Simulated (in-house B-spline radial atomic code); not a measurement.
Checks on a self-consistent run for W III (W2+), [Xe] 4f13 5d4 9g1. Method: Dirac-Hartree-Fock, average of configuration, Fermi nucleus of rms radius 5.3658 fm. Calculated with a radial B-spline atomic code at the basis-set limit.

```json
{"orbital": "1s1/2", "q": "2", "ε (Eh)": "-2572.69469", "<1/r>": "87.0372", "<r²>": "0.000463006", "small-component weight": "0.077877"}
{"orbital": "2s1/2", "q": "2", "ε (Eh)": "-450.25928", "<1/r>": "21.1955", "<r²>": "0.00705565", "small-component weight": "0.017668"}
{"orbital": "2p1/2", "q": "2", "ε (Eh)": "-429.67667", "<1/r>": "21.1169", "<r²>": "0.00505539", "small-component weight": "0.017691"}
{"orbital": "2p3/2", "q": "4", "ε (Eh)": "-379.86775", "<1/r>": "17.759", "<r²>": "0.00625144", "small-component weight": "0.015981"}
{"orbital": "3s1/2", "q": "2", "ε (Eh)": "-107.13763", "<1/r>": "7.7943", "<r²>": "0.0459316", "small-component weight": "0.0058369"}
{"orbital": "3p1/2", "q": "2", "ε (Eh)": "-98.01021", "<1/r>": "7.69515", "<r²>": "0.0422764", "small-component weight": "0.0057639"}
{"orbital": "3p3/2", "q": "4", "ε (Eh)": "-87.07414", "<1/r>": "6.83215", "<r²>": "0.0487843", "small-component weight": "0.0052824"}
{"orbital": "3d3/2", "q": "4", "ε (Eh)": "-71.91351", "<1/r>": "6.70596", "<r²>": "0.0379601", "small-component weight": "0.0051379"}
{"orbital": "3d5/2", "q": "6", "ε (Eh)": "-69.56051", "<1/r>": "6.50186", "<r²>": "0.0397505", "small-component weight": "0.0050024"}
{"orbital": "4s1/2", "q": "2", "ε (Eh)": "-24.44748", "<1/r>": "3.25732", "<r²>": "0.227462", "small-component weight": "0.0018983"}
{"orbital": "4p1/2", "q": "2", "ε (Eh)": "-20.61699", "<1/r>": "3.14557", "<r²>": "0.23507", "small-component weight": "0.0018083"}
{"orbital": "4p3/2", "q": "4", "ε (Eh)": "-18.04147", "<1/r>": "2.86184", "<r²>": "0.268025", "small-component weight": "0.0016416"}
{"orbital": "4d3/2", "q": "4", "ε (Eh)": "-11.73194", "<1/r>": "2.64432", "<r²>": "0.29247", "small-component weight": "0.0014438"}
{"orbital": "4d5/2", "q": "6", "ε (Eh)": "-11.24753", "<1/r>": "2.57334", "<r²>": "0.305168", "small-component weight": "0.0013948"}
{"orbital": "5s1/2", "q": "2", "ε (Eh)": "-4.66781", "<1/r>": "1.25787", "<r²>": "1.27191", "small-component weight": "0.0004167"}
{"orbital": "5p1/2", "q": "2", "ε (Eh)": "-3.40239", "<1/r>": "1.14399", "<r²>": "1.51494", "small-component weight": "0.00035391"}
{"orbital": "5p3/2", "q": "4", "ε (Eh)": "-2.99654", "<1/r>": "1.04626", "<r²>": "1.75335", "small-component weight": "0.00030812"}
{"orbital": "4f5/2", "q": "5.5714", "ε (Eh)": "-3.31182", "<1/r>": "2.15209", "<r²>": "0.410265", "small-component weight": "0.0010202"}
{"orbital": "4f7/2", "q": "7.4286", "ε (Eh)": "-3.22108", "<1/r>": "2.12337", "<r²>": "0.421778", "small-component weight": "0.00099961"}
{"orbital": "5d3/2", "q": "1.6", "ε (Eh)": "-1.40431", "<1/r>": "0.774902", "<r²>": "3.17214", "small-component weight": "0.00017499"}
{"orbital": "5d5/2", "q": "2.4", "ε (Eh)": "-1.36887", "<1/r>": "0.752462", "<r²>": "3.33621", "small-component weight": "0.00016569"}
{"orbital": "9g7/2", "q": "0.44444", "ε (Eh)": "-0.05562", "<1/r>": "0.0371912", "<r²>": "1552.53", "small-component weight": "1.4917e-06"}
{"orbital": "9g9/2", "q": "0.55556", "ε (Eh)": "-0.05562", "<1/r>": "0.0371961", "<r²>": "1552.38", "small-component weight": "1.4921e-06"}
```

Electron-electron repulsion V_ee = 5912.1852 hartree.

What total energy follows from the eigenvalues?

The eigenvalues count the repulsion twice, so E = Σqε - V_ee = -10241.143 - 5912.185 = -16153.329 hartree; the run printed -16153.329.

Does the Dirac virial theorem hold?

For a point nucleus E = -2c²Σq·w, with w the small-component weight. Here Σq·w = 0.42998 and c = 137.0360, so the ratio E/(-2c²Σq·w) is 1.000262; the finite nucleus accounts for the departure from 1.

What diamagnetic shielding (Lamb formula) and susceptibility (Langevin formula) do the radii give?

σ = (α²/3)Σq<1/r> = 543.984/(3·137.036²) = 9656 ppm, and χ = -0.79199×10⁻⁶·Σq<r²> = -1259×10⁻⁶ cm³/mol with Σq<r²> = 1589.3 bohr². Both are non-relativistic formulas without the paramagnetism of open shells; for so heavy an element the full relativistic shielding is larger by tens of per cent.
